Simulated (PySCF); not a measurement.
# Electronic structure of Te (tellurium, neutral) at the UHF level

Configuration: [Kr] 4d10 5s2 5p3 5d1, high-spin 5D determinant (an excited configuration). Calculation: PySCF 2.14, in aug-cc-pVQZ-PP with one added diffuse shell each of s, p, d, f, g type with ECP28MDF (8s8p6d4f3g, 117 functions); a scalar-relativistic core potential.

| Quantity | Value |
| --- | --- |
| Total energy | -266.791165 hartree |
| One-electron energy | -463.2032 hartree |
| Hartree (Coulomb) energy | 216.0958 hartree |
| Exchange energy | -19.6837 hartree |
| ⟨S²⟩ | 6.0020 |
| ⟨L²⟩ | 6.020 |
| Sum of ⟨r⟩ | 34.27 bohr |
| Sum of ⟨r²⟩ | 93.86 bohr² |
| Traceless quadrupole moment −½Σ⟨3z² − r²⟩ along its main axis | 13.0 e·bohr² |

```tsv
shell	electrons	mean orbital energy (hartree)	spread (hartree)	rms radius, mean of both spins (bohr)
4s α	1	-7.29075	0	0.820
4s β	1	-7.27024	0	0.820
4p α	3	-5.25572	0.00064	0.882
4p β	3	-5.23499	0.00164	0.882
4d α	5	-2.10920	0.00282	1.04
4d β	5	-2.09180	0.00220	1.04
5s α	1	-0.98707	0	2.22
5s β	1	-0.72441	0	2.22
5p α	3	-0.51966	0.00087	2.69
5d α	1	-0.07059	0	6.75
```

Energies and moments cover only the electrons outside the core potential. The outer electron is Rydberg-like, and this basis confines it to a smaller radius and binds it less than a complete one would.
